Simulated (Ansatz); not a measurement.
ClH4NOSi, SMILES `N[SiH](O)Cl`. Charge 0, multiplicity 1.

```xyz
8

N    -0.403   -1.087   -0.335
Si   -0.153    0.539    0.092
O     1.074    0.686    1.158
Cl    0.232    1.487   -1.693
H    -0.725   -1.333   -1.256
H    -0.648   -1.779    0.354
H    -1.269    1.251    0.742
H     1.892    0.235    0.938
```

Task: What are the harmonic wavenumbers in cm⁻¹ at PBE0-D4/def2-TZVP (Ansatz, finite differences of forces, unscaled)? (An estimate is asked.)

Result: Computed: 183, 216, 262, 327, 338, 405, 530, 752, 805, 837, 891, 916, 962, 1573, 2280, 3613, 3712, 3904.

Task: Is this a minimum?

Result: Yes, all 18 modes are real.

Task: Give the ideal-gas thermochemistry at 298.15 K and 1 bar (rigid rotor, harmonic oscillator; point group C1, symmetry number 1).

Result: Zero-point energy 134.6 kJ/mol; H(298) − E = 153.1 kJ/mol; entropy 321.4 J/(mol·K), of which translation 166.0, rotation 109.5, vibration 46.0; G(298) − E = 57.2 kJ/mol.
